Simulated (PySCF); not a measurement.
germane, GeH4, SMILES [GeH4], point group Td.

Force field and properties: PBE0/pcSseg-2 (PySCF, grid level 2). Vibrational terms come from second-order perturbation theory with semi-diagonal cubic constants, by steps of ±0.6 along the normal coordinates of each isotopologue. The parent has the commonest isotopes.

Equilibrium geometry (Å):

```csv
atom,x,y,z
Ge1,0.0069,0.0023,-0.0137
H2,-0.9211,-1.0731,-0.5876
H3,-0.5528,1.3894,-0.3447
H4,1.4020,-0.1456,-0.6293
H5,0.0995,-0.1616,1.5067
```

Species: ⁷⁶Ge at 1, ²H at 2. Output of the displacement run:

```
mode    cm-1    km/mol   phi_rrr   E(+)/cm-1  E(-)/cm-1
  1    705.60    61.20      -0.6     127.14     127.20
  2    705.73    61.14      -3.0     127.14     127.24
  3    818.92   100.26     -59.0     145.51     149.76
  4    894.41    20.38     -48.7     159.49     162.98
  5    894.69    20.47     -26.0     160.31     162.21
  6   1541.86    42.69    -711.4     253.51     304.62
  7   2163.46    30.57    -684.8     365.75     415.01
  8   2166.37   121.78    -401.3     376.98     405.80
  9   2166.44   121.79     232.4     399.79     383.10
```

For the shielding of H3 (σe = 27.76 ppm):

```tsv
mode	ω (cm⁻¹)	Σr φrrs (cm⁻¹)	∂σ/∂q	∂²σ/∂q²
1	706	-1	0.052	-0.132
2	706	-1	-0.029	-0.083
3	819	-11	-0.025	-0.188
4	894	0	0.027	-0.131
5	895	2	-0.004	-0.357
6	1542	-649	-0.169	-0.008
7	2163	-1376	-1.212	0.149
8	2166	22	0.475	0.018
9	2166	11	1.190	0.165
```

Question: Work out the zero-point average of this shielding.

Answer: With ⟨qs⟩ = −Σr φrrs/(4ωs) and ⟨qs²⟩ = 1/2: the mean displacements are 0.000, 0.000, 0.003, 0.000, -0.001, 0.105, 0.159, -0.003, -0.001. The anharmonic term Σ (∂σ/∂q)⟨q⟩ is -0.21 ppm, the harmonic term ¼ Σ ∂²σ/∂q² is -0.14 ppm, so ⟨σ⟩ = 27.40 ppm.

Spin–orbit effects of the heavy atoms on shieldings are missing.
